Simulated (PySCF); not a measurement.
C₆H₁₁N₂ (SMILES CCn1cc[n+](C)c1), charge +1, singlet, at a GFN2-xTB geometry. Base run: B3LYP/STO-3G (PySCF).

PySCF was given this input:
```python
from pyscf import gto, scf, dft

mol = gto.M(
    atom='''
C    -2.68196185    0.99122374   -0.49554019
C    -2.09887692   -0.23485872    0.20020805
N    -0.66386583   -0.29450999    0.01786549
C    -0.02453510   -0.79709834   -1.07331337
C     1.31108648   -0.61086882   -0.88318533
N     1.46584888    0.00736899    0.32043521
C     2.72431158    0.38045671    0.90796329
C     0.25783260    0.19065932    0.84516364
H    -2.27351643    1.90736159   -0.07654291
H    -3.75875413    1.00280061   -0.35869870
H    -2.47302271    0.96907266   -1.56192062
H    -2.31058285   -0.20007830    1.27034659
H    -2.53345090   -1.14580533   -0.21616344
H    -0.54762011   -1.24869866   -1.89151947
H     2.14080897   -0.87225024   -1.50791342
H     3.26113630    1.05838696    0.24353508
H     2.55709078    0.87474933    1.86214129
H     3.34039658   -0.50519784    1.06829651
H     0.05649261    0.65256260    1.79255739
''',
    basis='sto-3g',
    charge=1,
    verbose=4,
)

mf = dft.RKS(mol)
mf.xc = 'b3lyp'
mf.kernel()
```

The base run was repeated with changes; each row names its change, and settings that it needs were set with it.

```json
[
 {"change": "base", "ΔE vs base (mEh)": "0.000", "SCF cycles": "10", "outcome": "converged"},
 {"change": "conv_tol = 1e-6", "ΔE vs base (mEh)": "0.000", "SCF cycles": "7", "outcome": "converged"},
 {"change": "level_shift = 0.3 (with mf.max_cycle = 100)", "ΔE vs base (mEh)": "0.000", "SCF cycles": "12", "outcome": "converged"},
 {"change": "init_guess = mod_huckel", "ΔE vs base (mEh)": "0.000", "SCF cycles": "12", "outcome": "converged"},
 {"change": "DIIS = EDIIS", "ΔE vs base (mEh)": "-", "SCF cycles": "50", "outcome": "not converged"},
 {"change": "level_shift = 0.5 (with mf.max_cycle = 100)", "ΔE vs base (mEh)": "0.000", "SCF cycles": "18", "outcome": "converged"},
 {"change": "diis_space = 4", "ΔE vs base (mEh)": "0.000", "SCF cycles": "11", "outcome": "converged"},
 {"change": "conv_tol_grad = 1e-3", "ΔE vs base (mEh)": "0.000", "SCF cycles": "10", "outcome": "converged"},
 {"change": "conv_tol = 1e-12", "ΔE vs base (mEh)": "0.000", "SCF cycles": "13", "outcome": "converged"},
 {"change": "solver = newton", "ΔE vs base (mEh)": "0.000", "SCF cycles": "-", "outcome": "converged"},
 {"change": "damp = 0.5; diis_start_cycle = 5", "ΔE vs base (mEh)": "0.000", "SCF cycles": "10", "outcome": "converged"},
 {"change": "diis = off; damp = 0.6 (with mf.diis_start_cycle = 200; with mf.max_cycle = 150)", "ΔE vs base (mEh)": "0.000", "SCF cycles": "18", "outcome": "converged"},
 {"change": "diis_space = 2", "ΔE vs base (mEh)": "0.000", "SCF cycles": "29", "outcome": "converged"}
]
```
